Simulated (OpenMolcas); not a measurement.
# Lines of neutral oxygen: computed and rescaled rates

| Quantity | Value |
| --- | --- |
| Program | OpenMolcas |
| Method | SS-RASPT2, IPEA 0.25 Eh, imaginary shift 0.1 Eh (closed shells correlated: 1s 2s) |
| Basis | ANO-RCC [8s7p4d3f2g] |
| Scalar Hamiltonian | DKH2, point nucleus |
| Active space | 4 electrons in 9 orbitals (RAS2 2p; RAS3 3s 3d, at most 1 electron) |
| State averaging | 2S+1 = 3 even, 3 roots; 2S+1 = 1 even, 6 roots; 2S+1 = 5 odd, 1 root; 2S+1 = 3 odd, 6 roots; 2S+1 = 1 odd, 5 roots |
| Spin-orbit coupling | state interaction with AMFI integrals over the reference wave functions, term energies averaged over their components |

Rates come from the transition moments of the reference wave functions (E1 and E2 in the length form). At fixed line strength A goes as λ^-3 for E1 and M1 and as λ^-5 for E2, so a rate at the computed wavelength can be rescaled to the measured one. Measured vacuum wavelengths follow from level energies in NIST Handbook of Basic Atomic Spectroscopic Data. Branching counts decays inside the model space alone, at computed energies, and the table is only a selection of the E1 lines, drawn from those between levels with measured partners whose computed energy lies within a factor of 1.5 of the measured one.

```csv
Upper,Lower,Type,λ computed (nm),λ measured (nm),A computed (s-1),A rescaled (s-1),Branching %
2s2 2p3 3s 3S* 1,2s2 2p4 3P0,E1,133.8,130.6,4.83e+07,5.19e+07,11.0
2s2 2p3 3s 3S* 1,2s2 2p4 3P1,E1,133.7,130.5,1.45e+08,1.56e+08,33.2
2s2 2p3 3s 3S* 1,2s2 2p4 3P2,E1,133.4,130.2,2.44e+08,2.62e+08,55.7
```

The largest correction is for 2s2 2p3 3s 3S* 1 → 2s2 2p4 3P2 (E1): 2.44e+08 × (133.4 / 130.2)^3 = 2.62e+08 s-1, a factor of 1.08.

The computed rate and branching of 2s2 2p3 3s 3S* 1 → 2s2 2p4 3P2 give the upper level a radiative lifetime of 0.557 / 2.44e+08 s-1 = 2.28e-09 s, counting decays inside the model space alone.

No measured rate stands beside these. Rescaling mends the energy factor alone: line strengths can still be far off where a level mixes with configurations outside the active space, and weak or spin-changing lines hang on small mixing coefficients that depend on the term gaps too, so rescaling need not improve them.

ANO sets are built for valence states and can reach diffuse excited orbitals poorly. With the s shell closed, the reference lacks s² → p² mixing. Computed and measured levels are paired by configuration, term and J; levels that our copy of the source lacks, or whose pairing is in doubt (as where it misses far off the trend of its configuration), stay unpaired. Only configurations of the active space appear.

* marks odd parity.
